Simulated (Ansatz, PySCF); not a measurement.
Reaction (SMILES): CCCC + 2 C (CH4) → 3 CC (C2H6) [ethane]
Structures are relaxed separately at B3LYP-D3(BJ)/def2-TZVP in Ansatz (an electronic-structure program), one conformer each, not searched for the lowest.

Wanted: bond separation energy (enthalpy at 298 K, with B3LYP-D3(BJ) rigid-rotor harmonic-oscillator terms from PySCF), in kcal/mol. Correlated levels leave the core frozen unless marked. Spin-orbit coupling is left out. Non-relativistic. CBS marks a two-point X^-3 extrapolation of the correlation energy; Hartree-Fock from the larger set. [CCSD(T)-MP2]/basis is that difference in the basis named.

```csv
level,program,bond separation energy (kcal/mol),minus last row
HF/6-31G,Ansatz,2.8,-2.6
revPBE-D3(BJ)/def2-TZVPD,Ansatz + dftd3,4.7,-0.7
revPBE/def2-TZVPD,Ansatz,2.9,-2.5
BHLYP-D4/def2-TZVPD,Ansatz + dftd4,4.5,-0.9
CAM-B3LYP/def2-TZVPD,Ansatz,3.8,-1.6
LC-wPBE-D3(BJ)/def2-TZVPD,Ansatz + dftd3,4.7,-0.7
B2GP-PLYP-D3(BJ)/def2-TZVPD,Ansatz + dftd3,5.0,-0.4
PBE-QIDH/def2-TZVPD,Ansatz,4.7,-0.7
CCSD/aug-cc-pVDZ,Ansatz,5.2,-0.2
"RI-MP2/CBS(cc-pVTZ,cc-pVQZ)+[CCSD(T)-MP2]/cc-pVTZ",Ansatz,5.4,0.0
```
